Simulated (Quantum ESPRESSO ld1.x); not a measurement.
Cd XXXVIII, 11 electrons, occupied as [Ne] 3s1. Method: Dirac Kohn-Sham, LDA (Slater exchange, Perdew-Zunger correlation), spin-unpolarised, spherical densities, point nucleus; computed with ld1.x of Quantum ESPRESSO 7.5. Some entries of the table are withheld. Estimate them.

| orbital | occ. | eigenvalue (eV) | <1/r> (bohr^-1) |
|---|---|---|---|
| 1s1/2 | 2 | -28757.9 | 50.62 |
| 2s1/2 | 2 | (1) | 11.91 |
| 2p1/2 | 2 | -5836.51 | 11.86 |
| 2p3/2 | 4 | -5636.39 | 11.12 |
| 3s1/2 | 1 | (2) | 4.874 |

Answer. 
(1) 2s1/2 eigenvalue (eV): -6073.61
(2) 3s1/2 eigenvalue (eV): -2465.55
